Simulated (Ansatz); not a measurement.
The N7–H8 bond of CH6BN (SMILES CBN) is stretched (multiplicity 1, the rest rigid).
Geometry at rest (charge 0, multiplicity 1):
```xyz
9

B     -0.405    -0.135     0.326
H     -1.242    -0.480     1.111
C      1.108    -0.500     0.544
H      1.234    -1.586     0.608
H      1.463    -0.107     1.502
H      1.775    -0.129    -0.239
N     -0.835     0.599    -0.778
H     -1.798     0.844    -0.937
H     -0.210     0.936    -1.493
```

Correlated levels freeze the cores.

Run with Ansatz (Gaussian basis) for Hartree–Fock, density functionals and correlated methods. Each number belongs to the level named beside it.

Energies above the point at 1.006 Å (the B3LYP-D3(BJ) bond length), FIC-MRCISD+Q on CASSCF(2,2)/cc-pVDZ (kcal/mol): 8.06 at 0.905 Å; 3.78 at 1.107 Å; 125.01 at 3.219 Å.

Task: Take the last value as the depth D of a Morse curve D(1 − e^(−a(R − R₀)))², fit a and R₀ to the two near points, and test it at 1.358 and 1.761 Å.

Result: 
With D = 125.0, both near points (counted from the curve's value at 1.006 Å) are met by a = 2.08 Å⁻¹ and R₀ = 1.015 Å, so k = 2Da² = 1080 kcal/(mol Å²). The curve then gives 32.5 and 77.5 kcal/mol; the level itself gives 33.0 and 81.5, so Morse is off by -0.5 and -4.0.

Ansatz is an electronic-structure program.
